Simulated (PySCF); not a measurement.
A run for PySCF: U-HF/LANL2DZ on CH3I (SMILES CI), a point of a bond scan (R = 1.941 Å).

```python
from pyscf import gto, scf, dft, mp
from pyscf.data.elements import chemcore

mol = gto.M(
    atom='''
    C    -1.82691210   -0.03626331   -0.04107960
    I     0.11301946    0.00224338    0.00254133
    H    -2.12027408   -0.84393433   -0.70159404
    H    -2.17053472   -0.20812832    0.97235959
    H    -2.16179137    0.92398171   -0.41585748
    ''',
    basis='lanl2dz',
    ecp={'I': 'lanl2dz'},
    charge=0, spin=0, verbose=3, max_memory=1800)
mf = scf.UHF(mol)
mf.conv_tol = 1e-8
mf.max_cycle = 100
mf.init_guess_breaksym = True
mf.kernel()
if not mf.converged:
    mf = mf.newton().run(mf.mo_coeff, mf.mo_occ)
for _ in range(4):
    mo, _, stable, _ = mf.stability(return_status=True)
    if stable:
        break
    mf.kernel(mf.make_rdm1(mo, mf.mo_occ))
```

### Question
What total energy does the run end on?

### Answer
-50.7317 hartree.
